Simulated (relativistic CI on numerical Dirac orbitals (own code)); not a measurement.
Radial parameters of V5+

Calculated at this level of theory: Dirac-Coulomb-Breit CI, orbitals from a KLI potential per configuration, model QED, valence Slater integrals scaled by 0.85, P86 correlation energy added to each configuration (own radial code, finite nucleus).

Slater integrals F^k, G^k are unscaled and averaged over j, outside the closed core [Ne]; ζ comes from projecting the Hamiltonian with its Breit term on Σ l·s of the shell.

- 3s2 3p5 3d: ζ(3p) = 4874.9, F^2(3p,3d) = 99783, G^1(3p,3d) = 122270, G^3(3p,3d) = 75884, ζ(3d) = 266.92 cm⁻¹; <r>(3p) = 0.9443, <r^2>(3p) = 1.035, <r>(3d) = 1.005, <r^2>(3d) = 1.21 (bohr units).
- 3s 3p6 3d: G^2(3s,3d) = 94629, ζ(3d) = 282.17 cm⁻¹; <r>(3s) = 0.9076, <r^2>(3s) = 0.9424, <r>(3d) = 1.006, <r^2>(3d) = 1.213 (bohr units).
- 3s2 3p5 4s: ζ(3p) = 5102.9, G^1(3p,4s) = 10524 cm⁻¹; <r>(3p) = 0.9255, <r^2>(3p) = 0.9932, <r>(4s) = 2.105, <r^2>(4s) = 4.968 (bohr units).

In this model ζ of a weakly bound d, f or g electron outside closed shells comes out too small, for d by up to a factor of two or three and at times with the wrong sign; that of an outer p electron is too small as well.

Averages of the first 10 configurations, taken without configuration mixing, which lowers the lowest level and can move excited configurations by several eV; other configurations of the list can lie among them:

| Configuration | Parity | States | Average energy above the lowest level (eV) |
| --- | --- | --- | --- |
| 3s2 3p6 | even | 1 | 0.1 |
| 3s2 3p5 3d | odd | 60 | 42.1 |
| 3s 3p6 3d | even | 20 | 75.9 |
| 3s2 3p5 4s | odd | 12 | 69.0 |
| 3s2 3p5 4p | even | 36 | 77.2 |
| 3s2 3p5 4d | odd | 60 | 89.3 |
| 3s2 3p5 5s | odd | 12 | 96.2 |
| 3s2 3p5 4f | even | 84 | 97.6 |
| 3s2 3p5 5p | even | 36 | 99.7 |
| 3s 3p6 4s | even | 4 | 103.7 |
